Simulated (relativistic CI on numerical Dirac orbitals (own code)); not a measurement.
**Nb³⁺: M2,3 absorption edge**

Computed with this model: Dirac-Coulomb-Breit CI, KLI orbitals optimised for each configuration, model QED (radiative potential, 1s self-energy scaled to tabulated hydrogen-like ionisation energies), valence Slater integrals scaled by 0.8, multiplet model of core-to-valence dipole absorption; configurations [Kr] 4d2 → [Ne] 3s2 3p5 3d10 4s2 4p6 4d3; 10 K; Lorentzian 3 eV and Gaussian 0.4 eV FWHM. Energies are those of the free ion, without screening or charge transfer. The branching ratio is the share of the lower-energy edge in the whole absorption, uncertain by about 0.02 where the edges overlap. S is read from ⟨S²⟩ = S(S + 1).

Field parameters in Wybourne normalisation: D4h B²₀ = −7Ds, B⁴₀ = 21(Dq − Dt), B⁴₄ = 21√(5/14) Dq; Oh B⁴₀ = 21Dq, B⁴₄ = √(5/14) B⁴₀. The field is a parameter set, without covalency.

Peaks in eV (height, largest 100): 368.0 (100), 383.5 (22).

(1) Which surroundings give this spectrum?
A. Oh, 10Dq = 27400 cm⁻¹
B. free ion
C. Oh, 10Dq = 19400 cm⁻¹
D. D4h, 10Dq = 22400, Ds = 2200, Dt = -740 cm⁻¹

Results:

(1) B. free ion, where the ground state has S = 0.99.
